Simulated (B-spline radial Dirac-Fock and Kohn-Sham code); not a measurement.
# Binding energies of Co²⁺

System: Co²⁺, [Ar] 3d5 4s2 (not the ground configuration); nuclear rms radius 3.7875 fm (A = 59).

Calculated with a radial atomic solver, using ΔSCF Dirac-Fock with Breit, self-energy and vacuum polarisation, finite nucleus, configuration average. Electron correlation is not included. Energies are counted from the vacuum level.

All terms are in eV, carry their sign (relaxation lowers the binding energy) and add up to the binding energy; ⟨r⟩ is the mean radius of the orbital in the initial state.

```
  subshell  −ε (Koopmans)  relaxation  Gaunt  retardation  self-energy  vacuum polarisation  binding energy  ⟨r⟩ (bohr)
    K (1s)         7817.2      -40.88  -9.36         0.58        -4.48                 0.39          7763.4       0.056
   L1 (2s)         1004.1      -17.52  -0.60         0.01        -0.45                 0.04           985.6       0.254
L2 (2p1/2)          871.4      -19.27  -1.13         0.12         0.06                 0.00           851.2       0.222
L3 (2p3/2)          856.4      -19.04  -0.77         0.12         0.03                 0.00           836.7       0.225
   M1 (3s)          161.4       -4.10  -0.06         0.00        -0.06                 0.01           157.2       0.759
M2 (3p1/2)          118.1       -4.02  -0.12         0.01         0.01                 0.00           114.0       0.791
M3 (3p3/2)          116.1       -3.93  -0.07         0.01         0.01                 0.00           112.1       0.799
 M4,5 (3d)          52.41       -3.45   0.02         0.00         0.01                 0.00           48.98       0.891
   N1 (4s)          28.20       -0.20  -0.01         0.00        -0.01                 0.00           27.99       2.292
```

For the deepest level, K (1s), the Breit terms make up -0.113 % of the binding energy, QED -0.053 % and orbital relaxation -0.527 %.
